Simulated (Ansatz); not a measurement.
`[OH][Mg][Cl]` + silanol → `[SiH3][O][Mg][Cl]` + H₂O  (ligand exchange at a Mg–O bond)

Isolated molecules relaxed with PBE0-D4/def2-TZVP in Ansatz; ΔE leaves out vibrations. CCSD(T)/CBS is the MP2 limit (def2-TZVPP, def2-QZVPP) plus CCSD(T) − MP2 in def2-TZVPP, frozen cores. This one scheme is used for every species. Functionals use def2-TZVPP. B3LYP here is the variant with VWN-RPA as its local correlation; programs differ in this. HSE06 is defined as in plane-wave codes. For Mg outer-core shells are correlated without core-valence functions, which leaves a few kJ/mol of doubt a bond. Each species was taken in one conformer, which may not be the lowest.

`[OH][Mg][Cl]`:

```xyz
4

O    -0.469    1.028    0.364
Mg    0.241   -0.493   -0.126
Cl    1.145   -2.393   -0.686
H    -0.917    1.858    0.449
```

`O[SiH3]`:

```xyz
6

O     1.186    0.446   -0.190
Si   -0.268   -0.277    0.087
H     1.187    1.375   -0.421
H    -0.992    0.361    1.220
H     0.037   -1.689    0.416
H    -1.150   -0.216   -1.111
```

`[SiH3][O][Mg][Cl]`:

```xyz
7

Si   -0.287   -0.375    1.190
O     0.075    0.098   -0.311
Mg    0.475    0.620   -1.965
Cl    0.962    1.256   -3.983
H    -1.098   -1.627    1.178
H     0.948   -0.641    1.983
H    -1.074    0.670    1.908
```

H₂O:

Cartesian coordinates in Å:
```
O 0.222 -0.293 -0.126
H 0.323 0.208 0.686
H -0.546 0.085 -0.559
```

(1) Is it downhill or uphill in electronic energy at CCSD(T)/CBS, and by how much? (Best estimate.)

(2) What do these levels give: LDA (SPW92), BLYP-D4, B3LYP-D4, BHLYP-D4, PBE-QIDH, HSE06, RPA@PBE/def2-TZVPP, CCSD/def2-SVP, CCSD(T)/def2-SVP, HF/def2-QZVPP, SCS-MP2/def2-QZVPP, CCSD/CBS(def2)? (An estimate is asked.)

Largest T1 diagnostic among the species: 0.011.

Answers

(1) Ansatz gave: Downhill: ΔE = -0.41 eV.

(2) Computed: LDA (SPW92) -0.30, BLYP-D4 -0.33, B3LYP-D4 -0.35, BHLYP-D4 -0.37, PBE-QIDH -0.37, HSE06 -0.34, RPA@PBE/def2-TZVPP -0.41, CCSD/def2-SVP -0.42, CCSD(T)/def2-SVP -0.42, HF/def2-QZVPP -0.39, SCS-MP2/def2-QZVPP -0.40, CCSD/CBS(def2) -0.41 eV.

From BLYP to BHLYP (50 % exact exchange), in def2-TZVPP and without D4, ΔE moves by −0.04 eV. Leaving LDA and LC-ωPBE aside and taking each functional with its dispersion term where it has one, the values, not all of them listed here, spread over 0.05 eV, from B97M-V to CAM-B3LYP-D4.
